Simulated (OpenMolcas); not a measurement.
# P3+: from CASSCF to CASPT2

| Item | Value |
| --- | --- |
| Program | OpenMolcas |
| Basis | ANO-RCC-VQZP [6s5p3d2f1g] |
| Scalar Hamiltonian | DKH2, point nucleus |
| Active space | 2 electrons in 4 orbitals (3s 3p) |
| State averaging | 2S+1 = 3 even, 3 roots; 2S+1 = 1 even, 7 roots; 2S+1 = 3 odd, 3 roots; 2S+1 = 1 odd, 3 roots |
| Spin-orbit coupling | state interaction with AMFI integrals over the reference wave functions, term energies averaged over their components |

Methods on the same reference wave functions:
A. CASSCF
B. SS-CASPT2, IPEA 0.25 Eh, imaginary shift 0.1 Eh (closed shells correlated: 2s 2p)
C. MS-CASPT2, IPEA 0.25 Eh, imaginary shift 0.1 Eh (closed shells correlated: 2s 2p)

Energies in cm-1 above 3s2 1S0, the measured ground level; measured values from Martin, Zalubas and Musgrove, J. Phys. Chem. Ref. Data 14, 751 (1985).

| Level | A | B | C | Measured |
| --- | --- | --- | --- | --- |
| 3s2 1S0 | 0.0 | 0.0 | 0.0 | 0.0 |
| 3s 3p 3P* 0 | 67078 | 67445 | 67538 | 67918 |
| 3s 3p 3P* 1 | 67276 | 67643 | 67735 | 68146 |
| 3s 3p 3P* 2 | 67677 | 68044 | 68136 | 68615 |
| 3s 3p 1P* 1 | 117108 | 107492 | 107585 |  |
| 3p2 3P0 | 165377 | 165354 | 165446 | 164941 |
| 3p2 3P1 | 165578 | 165558 | 165650 | 165185 |
| 3p2 3P2 | 165962 | 165831 | 165924 | 165654 |
| 3p2 1D2 | 179103 | 166593 | 166686 | 158142 |
| 3p2 1S0 | 208302 | 195672 | 195857 | 194592 |

Deviations, from unrounded energies. A percentage is the sum of absolute deviations over the sum of measured energies, with the sign that they share, or ± where signs differ.

| Against measurement | Levels | A | B | C |
| --- | --- | --- | --- | --- |
| mean absolute deviation (cm-1) | 8 | 4800 | 1500 | 1500 |
| other configurations (%) | 8 | ±3.7 | ±1.1 | ±1.2 |

B, C lie about equally close to measurement and A furthest from it. The largest miss of B in the table is 3p2 1D2, by +8500 cm-1. The ranking rests on the paired levels alone, and a cruder setting can come out closer through cancelling errors.

Between B and C the level of the table that moves most is 3p2 1S0, by 190 cm-1 (lowest in B, highest in C).

The lowest spin-free term lies below A's lowest term by 0.047 hartree in B, 0.047 hartree in C.

Over all roots computed the reference weight is 0.92 to 0.99 in B, 0.92 to 0.99 in C; the roots of lowest weight are the least certain, and an intruder state may touch them. The ¹D term of p² mixes with s d, which this space lacks. Some levels mix across a computed gap that differs much from the measured one, so their mixing is not that of the real levels (holds for B; C). Measured partners are found by configuration, term and J. A level has none where our copy of the source lacks it or the pairing is in doubt (some pairs that miss far off the trend of their configuration count as doubtful), and it then counts in no deviation. Levels of configurations outside the active space are missing.

* marks odd parity.
